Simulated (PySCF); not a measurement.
Compound: C7H10N (doublet state).
Numbering: `[CH:1]#[C:2][C@H:3]1[CH2:4][CH:5][NH:6][CH2:7][CH2:8]1` (hydrogens: H9 on C1; H10 on C3; H11, H12 on C4; H13 on C5; H14 on N6; H15, H16 on C7; H17, H18 on C8)

Cartesian coordinates in Å at the GFN2-xTB level; atoms count from 1:
```xyz
18
C7H10N angstrom
C      2.508    1.073    0.664
C      1.745    0.388    0.047
C      0.813   -0.444   -0.692
C      0.187   -1.504    0.229
C     -0.777   -0.890    1.181
N     -1.653    0.084    0.695
C     -1.102    1.088   -0.193
C     -0.306    0.409   -1.302
H      3.182    1.670    1.203
H      1.369   -0.944   -1.496
H      0.969   -2.022    0.792
H     -0.304   -2.257   -0.412
H     -1.173   -1.499    1.977
H     -2.244    0.477    1.416
H     -1.932    1.661   -0.616
H     -0.436    1.784    0.343
H      0.113    1.168   -1.966
H     -0.968   -0.236   -1.883
```

The hyperfine couplings belong to this conformer and change with its torsions.

Method used: UKS B3LYP, pcH-1 on C H N, non-relativistic, mean-field spin-orbit, GIAO in PySCF. Isolated species at its GFN2-xTB geometry (one conformer only). Couplings are sensitive to structure, and on GFN2-xTB geometries they can be far from those on DFT ones. No stability test was run, so a lower SCF solution isn't excluded.

(1) The isotropic 13C couplings are +121.1, +18.9, -13.8, +11.0, +8.2, +4.5, -2.2 MHz. Assign them to C1; C2; C3; C4; C5; C7; C8.

## Answers

(1) 
```tsv
site	a_iso (MHz)	ρ(0) (bohr⁻³)	position	distance from C5 (Å)	spin population	largest |T| (MHz)
C1	+4.5	+0.0040	4 bonds from C5	3.86	+0.01	2.5
C2	-2.2	-0.0020	3 bonds from C5	3.05	0.00	1.3
C3	+18.9	+0.0168	2 bonds from C5	2.50	+0.01	2.2
C4	-13.8	-0.0123	1 bond from C5	1.49	-0.05	4.1
C5	+121.1	+0.1077	largest spin population	0.00	+0.82	135.8
C7	+11.0	+0.0098	2 bonds from C5	2.43	0.00	3.8
C8	+8.2	+0.0073	3 bonds from C5	2.84	0.00	1.4
```

ρ(0) is the spin density at the nucleus and T the dipolar tensor. Largest spin populations (Mulliken): C5 (+0.82), N6 (+0.16) and H12 (+0.06). The angles at C5 add up to 351.5°, so it is slightly pyramidal.

Examples of negative spin density at the nucleus (bohr⁻³): C4 (-0.0123), H13 (-0.0080) and C2 (-0.0020).
